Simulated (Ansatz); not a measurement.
```yaml
crystal:
  periodic: [false, false, false]
  atoms:
    - {symbol: C, position_ang: [0.145103, -1.196812, 0.764803]}
    - {symbol: C, position_ang: [0.575405, 0.232882, 0.483290]}
    - {symbol: In, position_ang: [-0.508543, 1.155333, -1.120936]}
    - {symbol: Cl, position_ang: [-2.120543, 0.004114, -2.347605]}
    - {symbol: Cl, position_ang: [-0.267637, 3.344506, -1.865654]}
    - {symbol: H, position_ang: [-0.906437, -1.259813, 1.051260]}
    - {symbol: H, position_ang: [0.734018, -1.618372, 1.585229]}
    - {symbol: H, position_ang: [0.281757, -1.844801, -0.103025]}
    - {symbol: H, position_ang: [1.629524, 0.298449, 0.203487]}
    - {symbol: H, position_ang: [0.437366, 0.884504, 1.349150]}
basis:
  gaussian: {orbitals: STO-3G}
hamiltonian: {xc: {name: B2PLYP}}
scf: {lower_state_search: full}
scf: {max_iter: 3}
output: {forces: true}
```

```sh
$ ansatz run in.yaml --threads 2 --pin off --events-out ev --progress --plain --max-ram 32768MiB --backend cpu
```

Problem. How does Ansatz answer? (Best estimate.)

Solution. The calculation gave: The program refused the input.
```
Error: YAML parse error: error: line 18 column 1: duplicate mapping key: scf, set DuplicateKeyPolicy in Options if acceptable
16 | hamiltonian: {xc: {name: B2PLYP}}
17 | scf: {lower_state_search: full}
18 | scf: {max_iter: 3}
19 | output: {forces: true}
```
